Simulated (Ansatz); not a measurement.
Relaxation of nido-B5H9 (I for H, site b on B) (B₅H₈I) with RKS B3LYP-D4/def2-SVP.

```sh
$ ansatz run in.yaml --threads 4 --pin off --events-out ev --progress --plain --max-ram 4787MiB
```

```yaml
crystal:
  periodic: [false, false, false]
  atoms:
    - {symbol: B, position_ang: [-1.181520, 0.560860, 0.027750]}
    - {symbol: B, position_ang: [0.351720, 0.721750, 1.032410]}
    - {symbol: B, position_ang: [-0.249790, -0.772100, 0.503850]}
    - {symbol: B, position_ang: [-0.285180, -0.512730, -1.169880]}
    - {symbol: B, position_ang: [1.250280, -0.351080, -0.164060]}
    - {symbol: I, position_ang: [-0.819500, -2.529450, 1.654490]}
    - {symbol: H, position_ang: [-2.312200, 0.792090, 0.225240]}
    - {symbol: H, position_ang: [0.577330, 1.093810, 2.119860]}
    - {symbol: H, position_ang: [-0.622370, -1.230100, -2.032410]}
    - {symbol: H, position_ang: [2.268740, -0.928190, -0.134940]}
    - {symbol: H, position_ang: [-0.428980, 1.608020, 0.398490]}
    - {symbol: H, position_ang: [1.426250, 0.911230, 0.251500]}
    - {symbol: H, position_ang: [0.940740, -0.030850, -1.428910]}
    - {symbol: H, position_ang: [-0.915520, 0.666730, -1.283390]}
basis:
  gaussian: {orbitals: def2-SVP}
hamiltonian: {xc: {name: B3LYP}, dispersion: d4}
scf: {lower_state_search: "off"}
output: {orbitals: {seedname: orbitals}}
relax: {f_tol: 0.02, max_steps: 100}
```

Hardware: 4 threads of Arm Neoverse V2 on a shared host. Wall time 9.5 s.

Positions (Å) and forces (eV/Å) at steps 1, 2, 3, 4 of 4:

```xyz
14
step=1 energy=-11614.1056 eV
B    -1.182    0.561    0.028    1.027   -0.679    0.069
B     0.352    0.722    1.032   -0.367   -0.829   -0.823
B    -0.250   -0.772    0.504   -0.174   -0.538    0.362
B    -0.285   -0.513   -1.170    0.214    0.308    1.167
B     1.250   -0.351   -0.164   -1.213    0.148    0.251
I    -0.820   -2.529    1.654   -0.014   -0.047    0.030
H    -2.312    0.792    0.225   -0.574    0.210    0.050
H     0.577    1.094    2.120    0.146    0.281    0.511
H    -0.622   -1.230   -2.032   -0.147   -0.286   -0.502
H     2.269   -0.928   -0.135    0.568   -0.217   -0.042
H    -0.429    1.608    0.398    0.097    0.455   -0.228
H     1.426    0.911    0.252    0.192    0.424   -0.229
H     0.941   -0.031   -1.429    0.164    0.372   -0.316
H    -0.916    0.667   -1.283    0.079    0.399   -0.300
14
step=2 energy=-11614.2302 eV
B    -1.168    0.536    0.037    0.206   -0.164    0.025
B     0.341    0.694    1.027   -0.079   -0.199   -0.155
B    -0.265   -0.817    0.533   -0.010   -0.035    0.028
B    -0.286   -0.520   -1.141    0.044    0.048    0.258
B     1.225   -0.362   -0.151   -0.267    0.003    0.066
I    -0.835   -2.578    1.686    0.041    0.125   -0.082
H    -2.310    0.814    0.212   -0.140    0.067    0.003
H     0.585    1.116    2.111    0.041    0.085    0.119
H    -0.617   -1.212   -2.049   -0.033   -0.059   -0.135
H     2.279   -0.910   -0.149    0.148   -0.040   -0.020
H    -0.402    1.605    0.358   -0.007    0.066   -0.005
H     1.399    0.928    0.216    0.046    0.049   -0.005
H     0.927    0.014   -1.416    0.029    0.019   -0.052
H    -0.874    0.691   -1.275   -0.018    0.035   -0.045
14
step=3 energy=-11614.2348 eV
B    -1.167    0.530    0.041    0.009   -0.003   -0.003
B     0.339    0.688    1.028    0.001   -0.008   -0.008
B    -0.266   -0.822    0.537    0.025    0.073   -0.046
B    -0.286   -0.524   -1.135    0.007    0.009    0.009
B     1.220   -0.366   -0.148   -0.015    0.000    0.001
I    -0.832   -2.570    1.681   -0.021   -0.066    0.043
H    -2.314    0.822    0.208    0.005   -0.003    0.000
H     0.589    1.125    2.112   -0.002   -0.003   -0.004
H    -0.616   -1.209   -2.058    0.001    0.001    0.005
H     2.287   -0.906   -0.153   -0.005    0.002    0.001
H    -0.402    1.603    0.358   -0.006    0.004    0.005
H     1.398    0.927    0.216    0.006    0.001    0.006
H     0.926    0.013   -1.415    0.001   -0.006   -0.005
H    -0.874    0.689   -1.273   -0.007   -0.003   -0.002
14
step=4 energy=-11614.2351 eV
B    -1.167    0.531    0.040    0.005   -0.005    0.001
B     0.339    0.688    1.028    0.000   -0.008   -0.003
B    -0.266   -0.821    0.537    0.006    0.016   -0.009
B    -0.286   -0.524   -1.135    0.004    0.002    0.007
B     1.220   -0.366   -0.148   -0.010   -0.004    0.003
I    -0.834   -2.574    1.683   -0.001   -0.003    0.002
H    -2.314    0.822    0.208    0.001   -0.001    0.000
H     0.589    1.125    2.111    0.000    0.000   -0.001
H    -0.616   -1.209   -2.057    0.000    0.000    0.001
H     2.286   -0.906   -0.153   -0.001    0.001    0.000
H    -0.403    1.604    0.359   -0.002    0.002    0.000
H     1.399    0.927    0.217    0.001    0.001    0.002
H     0.927    0.013   -1.416   -0.001   -0.001   -0.002
H    -0.875    0.689   -1.274   -0.002   -0.001   -0.001
```

In the def2 sets I takes a core potential; there is no spin–orbit coupling.
